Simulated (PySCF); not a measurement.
# First-order multiplets

Atoms are numbered as in `[CH3:1][CH2:2][C:3]#[C:4][C:5]([F:6])([F:7])[F:8]`; H(Xn) means a hydrogen on atom n.

Theory: NMR shieldings at PBE0/pcSseg-1/GIAO, B3LYP/pcJ-1 coupling constants (spin–dipole term only in couplings to heteroatoms), coordinates at the PBE0-D3(BJ)/def2-SVP level, in PySCF 2.14 (rapidly exchanging positions averaged, non-relativistic Hamiltonian, no solvent model, a single conformation).

References, each an isolated molecule treated in the same way: $^{13}$C (184.41 ppm), $^{1}$H (31.27 ppm) against TMS.

Spectrometer: 800 MHz for $^{1}$H. First-order analysis; couplings under 1 Hz (under 4 Hz in carbon signals) are ignored, and nearly equal couplings are merged; the smaller ones broaden or split the lines further.

(1) What pattern does C3 show in the proton-coupled $^{13}$C spectrum?

(2) What pattern does H(C2) show ($^{1}$H)?

(3) What pattern does C4 show in the proton-coupled $^{13}$C spectrum?

(4) What pattern does H(C1) show ($^{1}$H)?

Answers

(1) A triplet of quartets of quartets at δ 95.1: 11.3 Hz to H(C2) (2 × $^{1}$H, 2 bonds away), 7.3 Hz to H(C1) (3 × $^{1}$H, 3 bonds away), 5.1 Hz to F6/F7/F8 (3 × $^{19}$F, 3 bonds away).

(2) A quartet of quartets at δ 2.27: 8.6 Hz to H(C1) (3 × $^{1}$H, 3 bonds away), 4.7 Hz to F6/F7/F8 (3 × $^{19}$F, 5 bonds away). Lines in Hz from the centre (relative intensity): +19.9 (1), +15.2 (3), +11.3 (3), +10.6 (3), +6.7 (9), +5.8 (1), +2.8 (3), +1.9 (9), -1.9 (9), -2.8 (3), -5.8 (1), -6.7 (9), -10.6 (3), -11.3 (3), -15.2 (3), -19.9 (1). The outer lines are 39.9 Hz apart, the sum of the couplings kept, or 0.050 ppm at this field.

(3) A quartet of triplets at δ 73.9: 56.1 Hz to F6/F7/F8 (3 × $^{19}$F, 2 bonds away), 5.2 Hz to H(C2) (2 × $^{1}$H, 3 bonds away). Lines in Hz from the centre (relative intensity): +89.3 (1), +84.2 (2), +79.0 (1), +33.2 (3), +28.1 (6), +22.9 (3), -22.9 (3), -28.1 (6), -33.2 (3), -79.0 (1), -84.2 (2), -89.3 (1). The outer lines are 178.7 Hz apart, the sum of the couplings kept, or 0.888 ppm at this field.

(4) A triplet at δ 1.21: 8.6 Hz to H(C2) (2 × $^{1}$H, 3 bonds away). Lines in Hz from the centre (relative intensity): +8.6 (1), +0.0 (2), -8.6 (1). The outer lines are 17.2 Hz apart, the sum of the couplings kept, or 0.021 ppm at this field.

Unscaled 3J(H,H) at this level run about 10 % above measured values.
